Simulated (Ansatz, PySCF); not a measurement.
This PySCF input computes a PBE0/def2-TZVPD energy:

```python
from pyscf import gto, scf, dft

mol = gto.M(
    atom='''
    Cs   -0.00000000   -0.00000000   -1.29303616
    Br    0.00000000    0.00000000    2.03191397
    ''',
    basis='def2-tzvpd',
    ecp='def2-tzvp',
    charge=-1,
    spin=1,
    symmetry='C2v',
    verbose=4,
)

mf = dft.UKS(mol, xc='pbe0').density_fit(auxbasis='def2-universal-jkfit')
mf.grids.level = 3
mf.conv_tol = 1e-9
mf.max_cycle = 100
mf.max_memory = 1500
mf.kernel()
if not mf.converged:
    mf = mf.newton()
    mf.kernel(mf.make_rdm1())
mf.analyze()
```

Question: Write an input for the same energy in Ansatz (a quantum-chemistry and plane-wave program) and say what it gives.

Answer: 
Ansatz 0.2 input:
```yaml
crystal:
  periodic: [false, false, false]
  atoms:
    - {symbol: Cs, position_ang: [-0.00000000, -0.00000000, -1.29303616]}
    - {symbol: Br, position_ang: [0.00000000, 0.00000000, 2.03191397]}
basis:
  gaussian:
    orbitals: def2-TZVPD
hamiltonian:
  xc: {name: PBE0}
total_charge: -1
magnetization: {spin_polarized: true, initial_magnetization: 1}
output: {forces: true}
```
It gives -2594.12166 Eh, and PySCF -2594.12172 Eh, a difference of 0.06 mEh, from the treatment of integrals and grids.
